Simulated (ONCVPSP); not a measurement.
# copper (Cu): ONCV pseudisation with PBE, fully relativistic reference atom.

- Element: copper
- Generator: ONCVPSP 4.0.1
- Type: optimised norm-conserving Vanderbilt (ONCV)
- Functional: PBE
- Relativity: fully relativistic
- Frozen core: [Ne]
- Valence charge: 19
- Reference configuration: 3s2 3p6 3d10 4s1
- Partial waves: 3s+4s: rc 1.35 bohr, ncon 5, nbas 9, qcut 7 1/bohr, 2 projectors; 3p: rc 0.75 bohr, ncon 4, nbas 8, qcut 12 1/bohr, 1 projector; 3d: rc 0.95 bohr, ncon 4, nbas 9, qcut 19.6 1/bohr, 2 projectors, debl 3 Ha
- Local potential: polynomial inside 0.55 bohr (lpopt 3, dvloc0 0 Ha)
- Core correction: Teter function, fcfact 3.25, rcfact 1

Open shells are filled in proportion to 2j + 1.

Calculated quality:

- Cutoffs needed: 128 Ha and 299 Ha (the cutoffs (Ha) at which the residual kinetic energy of the hardest occupied pseudo-wave falls to 1 and 0.1 mHa per electron)
- Ghost test: no bound ghost flagged; no localised positive-energy state flagged
- Configuration tests: 1 of 4 tests not solved or not reliable
- rms error of d²Exc/dni dnj: 8.86 mHa without and 7.37 mHa with the model core

Generation and tests took about 7 s on one core of a shared server CPU.
